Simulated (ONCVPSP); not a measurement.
**What one change does to a pseudopotential (phosphorus (P), ONCV)**

* Element: P (Z = 15)
* Generator: ONCVPSP 4.0.1
* Type: optimised norm-conserving Vanderbilt (ONCV)
* Functional: PBEsol
* Relativity: scalar-relativistic
* Frozen core: [Ne]
* Valence charge: 5
* Reference configuration: 3s1 3p4
* Partial waves: 3s: rc 1.35 bohr, ncon 5, nbas 8, qcut 5.7 1/bohr, 2 projectors, debl 0.9 Ha; 3p: rc 1.85 bohr, ncon 4, nbas 8, qcut 4 1/bohr, 2 projectors, debl 1.9 Ha
* Local potential: polynomial inside 0.85 bohr (lpopt 5, dvloc0 2 Ha)
* Core correction: polynomial model core, fcfact 0.15

Change: p: qcut 6.

Cutoffs: the cutoffs (Ha) at which the residual kinetic energy of the hardest occupied pseudo-wave falls to 1 and 0.1 mHa per electron; they do not see the model core or the augmentation charge, which bear on the density cutoff. Errors are all-electron minus pseudo energies relative to the spin-unpolarised reference configuration.

**Question.** What does the change do?

**Answer.** The potential gets neither clearly harder nor softer (66 Ha and 88 Ha → 66 Ha and 88 Ha); both files keep a bound ghost (s); of the 4 tests that both files solve, the error grows in 4 and shrinks in 0 by more than 15 % and 0.3 meV (median size 3.4 → 6.4 meV).

```csv
quantity,base,changed
"cutoff, loose",66 Ha,66 Ha
"cutoff, tight",88 Ha,88 Ha
loose cutoff by channel,"s 66 Ha, p 4.5 Ha","s 66 Ha, p 5.5 Ha"
bound ghosts,s,s
GHOST(+) flags under 300 eV,none,none
"error for 3s2 3p3, meV [ΔE -8.51 eV]",-0.3,-2.4
"error for 3s2 3p2, meV [ΔE 1.19 eV]",-0.3,-1.5
"error for 3s2 3p1, meV [ΔE 20.30 eV]",+6.5,+10
"error for 3s1 3p0, meV [ΔE 101.92 eV]",+87,+135
s: phases at 1.37 bohr within 0.05 rad from the reference energy up to (Ha; the scan ends near 5),to the end of the scan,to the end of the scan
p: phases at 1.88 bohr within 0.05 rad from the reference energy up to (Ha; the scan ends near 5),3.5,3.5
"rms error of d²Exc/dni dnj with the model core, mHa",0.14,0.18
```

 A true bound ghost makes a file unfit for plane-wave use even where its test errors are small: the radial tests pick states by their node count and pass the ghost by.
